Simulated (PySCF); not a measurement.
# Iron: a sound run and one with changed settings

Sound run: Fe [Ar] 3d6 4s2, Fe⁺ [Ar] 3d6 4s1. Computed with PySCF 2.14 in x2c-TZVPall, with scalar relativity by spin-free X2C-1e. The sound run starts from symmetry-adapted Hartree-Fock orbitals and uses a fine grid where one is needed.

Changed run: 14 angular points. This setting is unsound on purpose.

```
species  method  sound run (hartree)  changed run (hartree)  converged
     Fe     UHF          -1271.33647            -1271.33647        yes
     Fe   B3LYP          -1272.64483            -1272.63744        yes
     Fe     PBE          -1272.36446            -1272.35853        yes
    Fe⁺     UHF          -1271.09989            -1271.09989        yes
    Fe⁺   B3LYP          -1272.34844            -1272.34071        yes
    Fe⁺     PBE          -1272.07558            -1272.06570        yes
```

Ionisation energy of Fe:

```tsv
method	sound run (eV)	changed run (eV)
UHF	6.438	6.438
B3LYP	8.065	8.074
```

A coarse angular grid integrates products of high-l functions wrongly, so density functionals can shift, and the SCF can exploit the error; Hartree-Fock and MP2 need no grid.

For comparison, NIST gives 7.902 eV between the lowest levels.
